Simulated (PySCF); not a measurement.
**`CN(C)c1cc[o+]cc1`, [C₇H₁₀NO]+, charge +1**

Geometry (Å), atoms numbered from 1 in this order:
```xyz
19

C    -1.7381   -1.3051    0.4386
N    -1.0834   -0.1264   -0.0881
C    -1.8981    0.8801   -0.7351
C     0.2218    0.0267    0.0185
C     0.9108    1.1767   -0.4883
C     2.2547    1.2740   -0.3497
O     3.0000    0.3510    0.2413
C     2.4021   -0.7280    0.7259
C     1.0669   -0.9432    0.6502
H    -1.5852   -1.3869    1.5161
H    -1.3608   -2.2085   -0.0435
H    -2.8061   -1.2442    0.2527
H    -1.8215    1.8365   -0.2151
H    -1.5964    1.0159   -1.7750
H    -2.9390    0.5716   -0.7231
H     0.3814    1.9721   -0.9811
H     2.8289    2.1156   -0.7114
H     3.0895   -1.4221    1.1892
H     0.6627   -1.8467    1.0702
```

Total charge +1.

Computed with PySCF 2.14.0, quadratic response wB97X-D/def2-SVPD first hyperpolarisability, Taylor convention, gas phase. Geometry: GFN2-xTB.

Task: Give the tensor of the second harmonic β(−2ω;ω,ω) at 1064 nm in the axes of these coordinates.

Result: In au, Taylor convention; rows are the first index (the induced dipole):
```tsv
	xx	yy	zz	xy	xz	yz
x	-435.9	+78.7	+27.2	-63.8	-30.8	-47.0
y	-62.8	+26.2	-2.7	+65.5	-40.0	-3.7
z	-31.3	-1.9	+6.4	-40.1	+23.4	-3.7
```
Norm of βᵢ = ⅓ Σⱼ (βᵢⱼⱼ + βⱼᵢⱼ + βⱼⱼᵢ): 344.9 au, hyper-Rayleigh value 176.1 au.
